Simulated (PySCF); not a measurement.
## Diatomic cations of Cs with group 15

PBE0 with double-zeta basis sets in PySCF, for the lowest determinant that a PBE0 search found; no spin–orbit coupling. De refers to high-spin ground-configuration atoms (the charge goes to the atom of lower measured ionisation energy or higher electron affinity, which is not always the lowest computed limit). A positive dipole points towards Cs; it is taken about the centre of mass and depends on that origin.

| M | basis | charged atom | state (unpaired electrons) | Re (Å) | ωe (cm⁻¹) | De (eV) | μ (D) |
| --- | --- | --- | --- | --- | --- | --- | --- |
| N | def2-SVPD | Cs+ | quartet (σ ↑, π ↑↑) | 3.484 | 76.9 | 0.09 | 1.07 |
| P | def2-SVP | Cs+ | quartet (σ ↑, π ↑↑) | 3.930 | 57.7 | 0.14 | 2.47 |
| As | def2-SVP | Cs+ | quartet (σ ↑, π ↑↑) | 4.031 | 40.2 | 0.12 | 5.72 |
| Sb | def2-SVP | Cs+ | quartet (σ ↑, π ↑↑) | 4.232 | 33.7 | 0.12 | 8.10 |
| Bi | def2-SVP | Cs+ | quartet (σ ↑, π ↑↑) | 4.292 | 29.6 | n/a | 10.82 |

The shortest bond is that of CsN⁺ (3.484 Å), the longest that of CsBi⁺ (4.292 Å).

The rows differ in basis set, which adds steps of its own.

Down a group the atoms grow and get heavier, so bonds lengthen and wavenumbers fall; this series shows no clear exception.

Weak bonds: CsAs⁺, CsN⁺, CsP⁺, CsSb⁺. Basis-set superposition, not corrected here, can be much of De in a small basis, most of all at correlated wavefunction levels. These are scalar-relativistic numbers at best; spin–orbit coupling would shift them, the dissociation energy most. For an ion De counts to the pair picked by the measured ionisation energies or electron affinities, which need not be the lowest pair at this level. States were picked by a PBE0 search and need not be the measured ground states.
